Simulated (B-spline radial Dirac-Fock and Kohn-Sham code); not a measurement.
Method: the Dirac equation of a negative muon with reduced mass in the field of a spherical finite nucleus, with the Uehling potential to all orders; nuclear polarisation, deformation, hyperfine structure, self-energy, higher-order vacuum polarisation, relativistic recoil and electron screening are left out. Computed with a radial B-spline solver. The nuclear charge is a Fermi distribution (skin thickness 2.3 fm).

Question: A muonic atom of atomic mass 189.98 u emits these computed lines: 2p3/2 → 1s1/2 6038 keV, 3d5/2 → 2p3/2 2507 keV, 4f7/2 → 3d5/2 938.3 keV, 5g9/2 → 4f7/2 431.4 keV. Which element is it, and what rms charge radius was used?

Answer: Lead (Z = 82, nuclide ¹⁹⁰Pb); the high transitions hardly feel the nucleus and fix Z. The 2p → 1s line lies 10120 keV below the value for a point nucleus without QED, which for this nuclear model gives a radius near 5.42 fm (5.4222 fm was used).
